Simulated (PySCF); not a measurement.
C₆ coefficients of unlike pairs at PBE

Calculated with PySCF 2.14 from the dipole response of each species, C₆(A,B) = (3/π) ∫ α_A(iu) α_B(iu) du, in atomic units, from isotropic polarisabilities. For ions this is the dispersion term alone; charge-induced terms of lower order in 1/R come first.

```json
{"species": "Ge³⁺", "configuration": "[Ar] 3d10 4s1 (2S)", "basis": "aug-cc-pVTZ-PP with ECP10MDF (6s5p4d2f)", "relativity": "core potential", "α (bohr³)": "5.828", "C₆ (like pair)": "12.36"}
{"species": "Mg²⁺", "configuration": "[Ne] (1S)", "basis": "aug-cc-pVTZ with one added diffuse shell each of s, p, d, f type (7s6p4d3f)", "relativity": "none", "α (bohr³)": "0.2977", "C₆ (like pair)": "0.1662"}
{"species": "Sb²⁺", "configuration": "[Kr] 4d10 5s2 5p1 (2P)", "basis": "aug-cc-pVQZ-PP with one added diffuse shell each of s, p, d, f, g type with ECP28MDF (8s8p6d4f3g)", "relativity": "core potential", "α (bohr³)": "15.53", "C₆ (like pair)": "94.69"}
{"species": "Be²⁺", "configuration": "1s2 (1S)", "basis": "dyall-av3z (15s9p4d2f)", "relativity": "none", "α (bohr³)": "0.05520", "C₆ (like pair)": "0.01204"}
```

Problem. Estimate C₆ for Sb²⁺ with Ge³⁺.

Solution. The integral gives 34.18. The combination rule 2 C_A C_B / (C_A α_B/α_A + C_B α_A/α_B) gives 34.19 and the geometric mean 34.21.

No spin-orbit coupling is included.

The other pairs:

```
      pair       C₆
Sb²⁺, Mg²⁺    3.228
Mg²⁺, Ge³⁺    1.134
Be²⁺, Sb²⁺   0.6923
Be²⁺, Mg²⁺  0.04181
Be²⁺, Ge³⁺   0.2403
```
